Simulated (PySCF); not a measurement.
Constants of InN, step by step

State: ³Σ⁻, triplet, unpaired electrons π ↑↑. De refers to In + N. ROHF-based CCSD(T) in PySCF 2.14 with In cc-pwCVDZ-PP with ECP28, N aug-cc-pVDZ and In cc-pwCVTZ-PP with ECP28, N aug-cc-pVTZ (frozen core orbitals: 5; scalar-relativistic core potentials). Correlation energies are extrapolated as n⁻³ (n = 2, 3), Hartree–Fock as (n+1)·exp(−9√n).

```csv
Level,Re (Å),ωe (cm⁻¹),ωexe (cm⁻¹),αe (cm⁻¹),De (eV)
CCSD(T)/DZ,2.2438,414.4,2.76,0.00247,1.462
CCSD(T)/TZ,2.2157,436.3,2.86,0.00245,1.677
HF/CBS,2.1864,484.9,2.51,0.00217,0.254
MP2/CBS,2.1909,459.8,2.46,0.00226,1.638
CCSD/CBS,2.1990,455.0,2.71,0.00234,1.624
CCSD(T)/CBS,2.2083,443.0,2.81,0.00241,1.764
```

Problem. How much is left between CCSD(T)/TZ and the basis-set limit, and how much do the triples give at the limit?

Solution. CCSD(T)/CBS less CCSD(T)/TZ: -7.4 mÅ in Re, +6.7 cm⁻¹ in ωe and +0.087 eV in De. CCSD(T)/CBS less CCSD/CBS: +9.3 mÅ in Re, -12.0 cm⁻¹ in ωe and +0.140 eV in De.

The T1 diagnostic is 0.024. The state was picked by a PBE0 search and need not be the measured ground state. Spin–orbit coupling, excitations beyond (T) and corrections to the Born–Oppenheimer picture are left out, and spin–orbit coupling matters for open p, d or f shells this heavy.

The whole job (state search and all basis sets along the bond) took about 47 min on 4 threads of Arm Neoverse V1 (shared host), peak memory 12 GiB.
